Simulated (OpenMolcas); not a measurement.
**O I: thermal populations, worked from levels**

```yaml
Program: OpenMolcas 26.06
Basis: ANO-RCC-VDZP [3s2p1d]
Scalar_Hamiltonian: DKH2, point nucleus
Active_space: 6 electrons in 4 orbitals (2s 2p)
State_averaging: 2S+1 = 3 even, 3 roots; 2S+1 = 1 even, 6 roots kept (CI in the orbitals of an earlier block); 2S+1 = 3 odd, 3 roots (0 in the spin-orbit step)
Spin-orbit_coupling: RASSI with atomic mean-field integrals over the reference wave functions, term energies averaged over their components
```

Methods: CASSCF; SS-CASPT2, IPEA 0.25 Eh, imaginary shift 0.1 Eh (closed shells correlated: 1s). Measured levels: NIST Handbook of Basic Atomic Spectroscopic Data.

**Thermal populations.** Z = Σ (2J + 1) exp(-E/kT) with k = 0.695035 cm-1/K, over the levels below. No other level of either list lies under 73700 cm-1, which is above 7 kT at each temperature.

| Level | 2J + 1 | SS-CASPT2 | measured |
| --- | --- | --- | --- |
| 2s2 2p4 3P2 | 5 | 0.0 | 0.0 |
| 2s2 2p4 3P1 | 3 | 152 | 158 |
| 2s2 2p4 3P0 | 1 | 226 | 227 |
| 2s2 2p4 1D2 | 5 | 17000 | 15868 |
| 2s2 2p4 1S0 | 1 | 34260 | 33793 |

```csv
T (K),"Z, SS-CASPT2","Z, measured levels","Ground level (%), SS-CASPT2","Ground level (%), measured levels"
5000,8.846,8.855,56.5,56.5
8000,9.116,9.166,54.8,54.5
12000,9.587,9.680,52.2,51.7
```

At 12000 K, kT = 8340 cm-1, and the computed levels give Z = 5.000 + 2.946 + 0.973 + 0.651 + 0.016 = 9.587.

CASPT2 breaks the degeneracy within a term, and the mean is taken; among the terms shown or strongly mixed into the levels shown the widest spread is 66 cm-1 (2s2 2p4 1D, SS-CASPT2). Terms from blocks run as CI alone lack orbitals of their own. Without dynamic correlation excited terms often stand tens of per cent too high (terms of higher spin than the ground term too low), and those without a measured partner can miss by more than the paired ones (holds for CASSCF). Computed and measured levels are paired by configuration, term and J; levels that our copy of the source lacks, or whose pairing is in doubt (as where it misses far off the trend of its configuration), stay unpaired and out of the deviations. Levels of configurations outside the active space are missing.
